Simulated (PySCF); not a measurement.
Computed spin Hamiltonian

C5H11O2 (doublet state).
SMILES with atom numbers: `[CH3:1][CH2:2][C@H:3]([OH:4])[CH:5][O:6][CH3:7]` (hydrogens: H8, H9, H10 on C1; H11, H12 on C2; H13 on C3; H14 on O4; H15 on C5; H16, H17, H18 on C7)

Geometry (GFN2-xTB, Å), atoms numbered from 1 in this order:
```xyz
18
C5H11O2 angstrom
C     -2.712    0.444   -0.175
C     -1.222    0.619    0.083
C     -0.380   -0.330   -0.816
O     -0.701   -1.675   -0.549
C      1.075   -0.064   -0.641
O      1.627   -0.557    0.517
C      2.948   -0.170    0.777
H     -2.984   -0.602   -0.061
H     -3.293    1.038    0.526
H     -2.962    0.755   -1.187
H     -0.921    1.649   -0.116
H     -0.991    0.389    1.125
H     -0.657   -0.155   -1.862
H     -0.254   -1.915    0.271
H      1.532    0.808   -1.083
H      3.039    0.921    0.829
H      3.629   -0.542    0.003
H      3.218   -0.606    1.738
```

The hyperfine couplings belong to this conformer and change with its torsions.

Computed, not measured: UKS B3LYP, pcH-1 on C H O, non-relativistic, mean-field spin-orbit, GIAO (PySCF 2.14.0). One conformer (not necessarily the lowest) at the GFN2-xTB geometry, without solvent, vibrations or thermal averaging. A GFN2-xTB geometry isn't a minimum of the functional, and hyperfine couplings can be far from their values at a DFT geometry. No stability test was run, so a lower SCF solution isn't excluded.

| Item | Value |
| --- | --- |
| g1, g2, g3 | 2.00209, 2.00301, 2.00404 |
| g_iso | 2.00305 |
| Form of g | rhombic: the two nearest values differ by 47 % of g3 − g1 |
| ⟨S²⟩ | 0.7533 (exact 0.7500) |
| α and β electrons | 29, 28 |

Isotropic coupling and dipolar principal values T1 to T3, in MHz; ρ(0) is the spin density at the nucleus:

```json
{"atom": "C1", "isotope": "13C", "a_iso": "7.1", "T1": "-1.3", "T2": "-1.3", "T3": "2.5", "Mulliken spin population": "0.01", "ρ(0) (bohr⁻³)": "0.0063"}
{"atom": "C2", "isotope": "13C", "a_iso": "52.3", "T1": "-5.0", "T2": "-4.8", "T3": "9.8", "Mulliken spin population": "0.04", "ρ(0) (bohr⁻³)": "0.0466"}
{"atom": "C3", "isotope": "13C", "a_iso": "-24.9", "T1": "-2.2", "T2": "-2.0", "T3": "4.2", "Mulliken spin population": "-0.04", "ρ(0) (bohr⁻³)": "-0.0221"}
{"atom": "O4", "isotope": "17O", "a_iso": "-4.1", "T1": "-4.4", "T2": "2.1", "T3": "2.3", "Mulliken spin population": "0.01", "ρ(0) (bohr⁻³)": "0.0068"}
{"atom": "C5", "isotope": "13C", "a_iso": "154.1", "T1": "-75.8", "T2": "-74.3", "T3": "150.1", "Mulliken spin population": "0.90", "ρ(0) (bohr⁻³)": "0.1371"}
{"atom": "O6", "isotope": "17O", "a_iso": "-22.5", "T1": "-61.5", "T2": "29.4", "T3": "32.1", "Mulliken spin population": "0.11", "ρ(0) (bohr⁻³)": "0.0372"}
{"atom": "C7", "isotope": "13C", "a_iso": "-4.2", "T1": "-1.5", "T2": "-0.9", "T3": "2.5", "Mulliken spin population": "-0.02", "ρ(0) (bohr⁻³)": "-0.0038"}
{"atom": "H8", "isotope": "1H", "a_iso": "-0.5", "T1": "-1.5", "T2": "-0.8", "T3": "2.3", "Mulliken spin population": "0.00", "ρ(0) (bohr⁻³)": "-0.0001"}
{"atom": "H9", "isotope": "1H", "a_iso": "5.8", "T1": "-1.3", "T2": "-0.5", "T3": "1.8", "Mulliken spin population": "0.00", "ρ(0) (bohr⁻³)": "0.0013"}
{"atom": "H10", "isotope": "1H", "a_iso": "-0.2", "T1": "-1.5", "T2": "-0.8", "T3": "2.3", "Mulliken spin population": "0.00", "ρ(0) (bohr⁻³)": "-0.0001"}
{"atom": "H11", "isotope": "1H", "a_iso": "2.2", "T1": "-5.2", "T2": "-1.7", "T3": "7.0", "Mulliken spin population": "0.00", "ρ(0) (bohr⁻³)": "0.0005"}
{"atom": "H12", "isotope": "1H", "a_iso": "-3.0", "T1": "-4.4", "T2": "-1.2", "T3": "5.6", "Mulliken spin population": "0.00", "ρ(0) (bohr⁻³)": "-0.0007"}
{"atom": "H13", "isotope": "1H", "a_iso": "22.3", "T1": "-6.3", "T2": "-4.1", "T3": "10.4", "Mulliken spin population": "0.01", "ρ(0) (bohr⁻³)": "0.0050"}
{"atom": "H14", "isotope": "1H", "a_iso": "-1.5", "T1": "-4.3", "T2": "-2.9", "T3": "7.2", "Mulliken spin population": "0.00", "ρ(0) (bohr⁻³)": "-0.0003"}
{"atom": "H15", "isotope": "1H", "a_iso": "-41.0", "T1": "-34.9", "T2": "-0.9", "T3": "35.8", "Mulliken spin population": "-0.03", "ρ(0) (bohr⁻³)": "-0.0092"}
{"atom": "H16", "isotope": "1H", "a_iso": "10.5", "T1": "-3.5", "T2": "-3.2", "T3": "6.7", "Mulliken spin population": "0.01", "ρ(0) (bohr⁻³)": "0.0024"}
{"atom": "H17", "isotope": "1H", "a_iso": "11.8", "T1": "-4.2", "T2": "-3.4", "T3": "7.6", "Mulliken spin population": "0.02", "ρ(0) (bohr⁻³)": "0.0027"}
{"atom": "H18", "isotope": "1H", "a_iso": "-1.9", "T1": "-3.2", "T2": "-2.6", "T3": "5.8", "Mulliken spin population": "0.00", "ρ(0) (bohr⁻³)": "-0.0004"}
```

The Mulliken spin populations are largest on C5 (+0.90) and O6 (+0.11). No atom but C5 exceeds +0.15. The angles at C5 add up to 353.6°, so it is slightly pyramidal.

Under fast tumbling the dipolar parts average out, and these isotropic splittings remain (the largest six): 1 × 1H (H15, I = 1/2, 2 lines) with 1.46 mT, 1 × 1H (H13, I = 1/2, 2 lines) with 0.79 mT, 3 × 1H (H16/H17/H18, I = 1/2, 4 lines) with 0.24 mT, 1 × 1H (H12, I = 1/2, 2 lines) with 0.11 mT, 1 × 1H (H11, I = 1/2, 2 lines) with 0.08 mT and 3 × 1H (H8/H9/H10, I = 1/2, 4 lines) with 0.06 mT.

Means are taken over nuclei equivalent by connectivity, which assumes that they swap fast. The three 1H nuclei of mean +6.8 MHz run from -1.9 to 11.8 MHz in the frozen geometry. The three 1H nuclei of mean +1.7 MHz run from -0.5 to 5.8 MHz in the frozen geometry.

The 13C coupling of C5 (154.1 MHz) shows only in satellite lines or after enrichment, since that isotope makes up about 1.07 % of natural carbon.

The 17O coupling of O6 (-22.5 MHz) shows only in satellite lines or after enrichment, since that isotope makes up about 0.038 % of natural oxygen.
